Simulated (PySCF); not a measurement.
4,4-dichlorobut-1-yne (C4H4Cl2), SMILES C#CCC(Cl)Cl. The structure is a stationary point at PBE-D3(BJ)/def2-SVP. One conformer was computed; it need not be the lowest.

These are PBE-D3(BJ)/def2-SVP run with PySCF 2.14.0 values and carry that method's errors.

Harmonic wavenumbers (cm⁻¹): 83, 124, 255, 274, 341, 370, 470, 643, 653, 670, 743, 908, 958, 1033, 1144, 1175, 1238, 1292, 1374, 2175, 2975, 3027, 3070, 3408. Rotational constants (GHz): 3.533, 1.433, 1.057; symmetry number 1.

Q: Work out the zero-point energy and the ideal-gas rigid-rotor harmonic-oscillator thermochemistry at 298.15 K and 1 atm.

A: ZPE = ½ Σ hcν = ½ × 28403 cm⁻¹ = 169.89 kJ/mol. H − E(el) = 190.43 kJ/mol. Entropy in J/(mol K): translation 168.76, rotation 119.19, vibration 62.85, total 350.80. G − E(el) = 85.84 kJ/mol. Cp = 106.43 J/(mol K). Modes under 150 cm⁻¹ make the vibrational entropy uncertain.
